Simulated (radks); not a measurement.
Results of a calculation; reference values are marked as such.
Q: Successive ionisation energies (eV) of one element, from differences of total energies of ions in their ground configurations, starting at charge 66: 16242.1, 16575.2, 16909.3, 17243.4, 17576.2, 18040.5, 18296.4, 75287, 76333. Level of theory: non-relativistic Kohn-Sham, LDA (Slater exchange, Perdew-Wang correlation), spin-unpolarised, spherical densities, point nucleus; relativity is left out, which matters for an element this heavy (a radial shooting solver on a logarithmic mesh with Libxc functionals). Which element is it?

A: Rhenium (Z = 75). The first species listed is Re66+ in [He] 2s2 2p5, the last Re74+ in 1s1.
